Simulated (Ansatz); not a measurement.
A nudged elastic band was laid between two geometries of C2H6BrGa (10 atoms, charge 0, multiplicity 1).

These are results of Ansatz 0.2.0, RKS BHLYP-D4/def2-SVP, not measurements.

```yaml
movable_images: 5
climbing_image: yes
spring: 5.0 eV/Å²
optimiser: quadratic models (default)
start_path: IDPP
force_threshold: 0.05 eV/Å
iteration_limit: 60
end_points: relaxed
```

First end point:

```xyz
10
Properties=species:S:1:pos:R:3
C -1.136 0.586 0.281
C 0.166 -0.069 0.724
Ga 1.347 -0.700 -0.713
Br 0.583 -0.394 -2.875
H -1.748 -0.096 -0.314
H -1.735 0.905 1.140
H -0.953 1.467 -0.340
H 0.762 0.616 1.340
H -0.029 -0.935 1.369
H 2.743 -1.382 -0.612
```

Last end point:

```xyz
10
Properties=species:S:1:pos:R:3
C -1.211 0.700 0.183
C 0.044 -0.052 0.609
Ga 1.204 -0.662 -0.855
Br 3.082 -1.853 -0.222
H -1.860 0.084 -0.448
H -1.805 1.014 1.047
H -0.972 1.601 -0.389
H 0.670 0.564 1.266
H -0.207 -0.939 1.202
H 1.056 -0.457 -2.392
```

What changes between the two ends?

No bond is made or broken. The dihedral C1–C2–Ga3–Br4 goes from -1 to -178°.

What energy profile does the band end with?

It converged. The highest image is number 4 of 0 to 6, 0.048 eV above the first end and 0.021 eV above the last; the last end lies 0.027 eV above the first. A vibrational analysis at the climbing image gives no mode beyond 40i cm⁻¹: the surface is too flat there to confirm a saddle point.

| image | path coordinate (Å) | energy (eV) | dihedral C1–C2–Ga3–Br4 (°) |
| --- | --- | --- | --- |
| 0 | 0.00 | 0.000 | -1 |
| 1 | 0.96 | 0.008 | -29 |
| 2 | 1.92 | 0.027 | -58 |
| 3 | 2.87 | 0.046 | -87 |
| 4 | 3.83 | 0.048 | -117 |
| 5 | 4.86 | 0.035 | -148 |
| 6 | 5.89 | 0.027 | -178 |

What is the geometry of the highest image?


```xyz
10
Properties=species:S:1:pos:R:3
C -0.902 1.028 0.139
C -0.047 -0.128 0.655
Ga 1.202 -0.875 -0.669
Br 0.858 -3.080 -1.275
H -1.541 0.722 -0.695
H -1.563 1.411 0.922
H -0.292 1.868 -0.208
H 0.553 0.205 1.511
H -0.675 -0.947 1.013
H 2.407 -0.203 -1.393
```

The band took 4 iterations and about 4 core-minutes.

The run took 120 s on 2 threads of Intel(R) Xeon(R) Platinum 8488C (Sapphire Rapids) (shared host), peak memory 0.35 GiB.
